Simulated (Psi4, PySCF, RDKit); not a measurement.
Internal rotation in SMILES CC(C)C[SiH2]O (C4H12OSi). Scanned: dihedral C1–C2–C4–Si5; all other coordinates were relaxed at GFN2-xTB. Heavy atoms are numbered in the order of the SMILES CC(C)C[SiH2]O, hydrogens after them in the order of the atoms that carry them; the mirror image has the same energies with the sign of each dihedral reversed.

MMFF94 // GFN2-xTB (RDKit); RHF/3-21G = restricted Hartree-Fock/3-21G // GFN2-xTB run with PySCF 2.14.0; PBE-D3(BJ)/def2-SVP // GFN2-xTB (Psi4).

Energies relative to the lowest point of each profile, in kcal/mol:

| φ / ° | MMFF94 | RHF/3-21G |
|---|---|---|
| -100 | 6.3 | 3.6 |
| -80 | 3.4 | 1.5 |
| -60 | 1.8 | 1.2 |
| -40 | 4.2 | 1.8 |
| 0 | 8.6 | 5.1 |
| 20 | 7.1 | 3.8 |
| 40 | 4.0 | 1.4 |
| 60 | 1.3 | 0.0 |
| 80 | 0.0 | 0.4 |
| 100 | 1.0 | 1.9 |
| 120 | 1.8 | 2.8 |
| 160 | 0.0 | 0.3 |

**Question.** Predict the corresponding PBE-D3(BJ)/def2-SVP column.

**Answer.** -100: 2.5; -80: 0.8; -60: 0.7; -40: 1.2; 0: 4.0; 20: 2.7; 40: 0.8; 60: 0.0; 80: 0.6; 100: 1.8; 120: 2.4; 160: 0.4 (kcal/mol).

MMFF94 has few fitted parameters for silicon.
